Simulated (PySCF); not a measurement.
## Mayer bond orders and bond lengths

Compound: C4H9FSi2.
SMILES with atom numbers: `[F:1][CH2:2][C@@H:3]1[CH:4]=[CH:5][SiH2:6][SiH2:7]1` (hydrogens: H8, H9 on C2; H10 on C3; H11 on C4; H12 on C5; H13, H14 on Si6; H15, H16 on Si7)

Geometry (GFN2-xTB, Å), atoms numbered from 1 in this order:
```
atom  x, y, z in Å
F1    -1.7756    0.2980   -1.4045
C2    -2.0169    0.0869   -0.0651
C3    -0.7107   -0.1509    0.6798
C4     0.0685    1.1328    0.7314
C5     1.2515    1.3125    0.1555
Si6    2.0496   -0.1317   -0.7575
Si7    0.3310   -1.5473   -0.1597
H8    -2.6754   -0.7852   -0.0027
H9    -2.5465    0.9777    0.2947
H10   -0.9939   -0.4215    1.7025
H11   -0.4250    1.9444    1.2606
H12    1.7270    2.2811    0.2227
H13    3.3768   -0.4070   -0.1874
H14    2.2511    0.1864   -2.1754
H15    0.5732   -2.5667    0.8731
H16   -0.4923   -2.2005   -1.1792
```

Bond orders from the PBE0/pcSseg-1 density (PySCF). Isolated species at its GFN2-xTB geometry (one conformer only).

(1) Where do the orders between heavy atoms depart from those drawn in the SMILES?

(2) Give the Mayer order of every bond between heavy atoms, beside its length.

Results:

(1) The largest departure is 0.178, at Si7–C3 (drawn single, 0.822). Drawn single, order below 0.88: F1–C2 (0.879) and Si7–C3 (0.822).

(2) 
| bond | drawn as | length (Å) | Mayer order |
| --- | --- | --- | --- |
| F1–C2 | single | 1.377 | 0.879 |
| C2–C3 | single | 1.522 | 1.011 |
| C3–C4 | single | 1.503 | 1.009 |
| C4–C5 | double | 1.328 | 1.933 |
| C5–Si6 | single | 1.886 | 0.890 |
| Si6–Si7 | single | 2.305 | 0.924 |
| Si7–C3 | single | 1.934 | 0.822 |

By pair of heavy elements: C–C: lowest C3–C4 and C2–C3 (1.009, 1.503 Å), highest C4–C5 (1.933, 1.328 Å). C–Si: lowest Si7–C3 (0.822, 1.934 Å), highest C5–Si6 (0.890, 1.886 Å). Bonds named together lie within 0.004.

Question: And the bonds to hydrogen?

Answer: C–H: 0.92 to 0.95 (5 bonds); H–Si: 0.93 to 0.95 (4 bonds).

Question: Sum the orders of all bonds at each heavy atom with more than one neighbour and set the sums beside the valence in the SMILES.

Answer: C2 3.794 (drawn 4), C3 3.765 (drawn 4), C4 3.893 (drawn 4), C5 3.760 (drawn 4), Si6 3.680 (drawn 4), Si7 3.641 (drawn 4). Orders between atoms that aren't bonded are not in these sums.

The Mayer order sums products of elements of PS (density times overlap matrix) between the two atoms' basis functions, so it depends on the basis set.
